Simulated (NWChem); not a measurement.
System: CH5AlO; SMILES [AlH2][O]C

Here is an NWChem input.

```
start job
memory heap 200 mb stack 900 mb global 1100 mb
geometry units angstroms noautoz
  Al     0.081606    -1.192925    -0.003001
  H      1.249331    -2.256533     0.038251
  H     -1.466068    -1.546901    -0.064400
  O      0.562775     0.434661     0.021843
  C      0.006428     1.705485     0.005204
  H     -1.099785     1.694255    -0.037813
  H      0.298678     2.270913     0.908085
  H      0.367570     2.277880    -0.867905
end
basis spherical
  Al library def2-svp
  H library def2-svp
  O library def2-svp
  C library def2-svp
end
dft
  xc b3lyp
  iterations 150
  mulliken
end
task dft energy
```

Geometry: optimised at PBE0/def2-SVP. B3LYP is NWChem's, with the RPA form of VWN correlation.

Question: What results follow from this input? (B3LYP/def2-SVP.) Quantities: energy (Ha); highest occupied level (eV); orbital gap (eV); dipole (D).

Answer: 
```
Item                           Value
---------------------------  -------
energy (Ha)                  -358.65
highest occupied level (eV)    -7.63
orbital gap (eV)                6.57
dipole (D)                      0.97
```
